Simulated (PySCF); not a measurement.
**Deuteron quadrupole couplings in `C[BH2-][NH2+]C`**

Species: C2H10BN.
Structure used (PBE0-D3(BJ)/def2-SVP), in Å, numbered top down from 1:
```xyz
14
C2H10BN angstrom
C     -1.9377    0.0609    0.1328
B     -0.4990    0.2965   -0.5564
N      0.6379   -0.2449    0.4909
C      2.0214   -0.1104    0.0297
H     -2.1626   -1.0022    0.3414
H     -2.0733    0.6158    1.0805
H     -2.7342    0.4132   -0.5423
H     -0.3103   -0.3695   -1.5745
H     -0.2088    1.4804   -0.7294
H      0.5060    0.2558    1.3719
H      0.4242   -1.2232    0.6950
H      2.2193    0.9493   -0.1738
H      2.1291   -0.6609   -0.9132
H      2.7425   -0.4902    0.7689
```

Level: PBE0/pcSseg-1 (PySCF, non-relativistic); Q(2H) = 0.00286 b; rigid geometry, the same for H and D, with no vibrational averaging.

Question: Rank these positions by the coupling χzz of a deuteron there, largest first.
A. H5 (methyl hydrogen)
B. H9 (B–H hydrogen)
C. H7 (methyl hydrogen)
D. H10 (N–H hydrogen)
E. H14 (methyl hydrogen)

Answer: D (242 kHz), C (202 kHz), A (197 kHz), E (192 kHz), B (126 kHz).

Question: What are Vzz, η and χzz (234.96 MHz × Q × Vzz) at all hydrogens?

Answer: 
| atom | bonded to | bond length (Å) | Vzz (au) | η | χzz (kHz) |
| --- | --- | --- | --- | --- | --- |
| H5 | C1 | 1.106 | 0.2937 | 0.03 | 197 |
| H6 | C1 | 1.106 | 0.2937 | 0.03 | 197 |
| H7 | C1 | 1.102 | 0.3006 | 0.03 | 202 |
| H8 | B2 | 1.231 | 0.1870 | 0.11 | 126 |
| H9 | B2 | 1.231 | 0.1870 | 0.11 | 126 |
| H10 | N3 | 1.022 | 0.3603 | 0.08 | 242 |
| H11 | N3 | 1.022 | 0.3603 | 0.08 | 242 |
| H12 | C4 | 1.097 | 0.2870 | 0.07 | 193 |
| H13 | C4 | 1.097 | 0.2870 | 0.07 | 193 |
| H14 | C4 | 1.100 | 0.2851 | 0.07 | 192 |

Question: Average by the element that carries the hydrogen.

Answer: on C: 196 kHz over 6 positions, mean bond length 1.102 Å; on B: 126 kHz over 2 positions, mean bond length 1.231 Å; on N: 242 kHz over 2 positions, mean bond length 1.022 Å.

Question: Give the 2H NMR doublet splittings at H8 for a magnetic field along the z, y and x axes of the gradient: 3χ/2, 3χ(1 + η)/4, 3χ(1 − η)/4.

Answer: With |χ| = 125.7 kHz and η = 0.114: 189, 105 and 84 kHz, to first order and without motion.

Isolated species at its PBE0-D3(BJ)/def2-SVP geometry (one conformer only). With a basis this small, the couplings can be 20 % off.
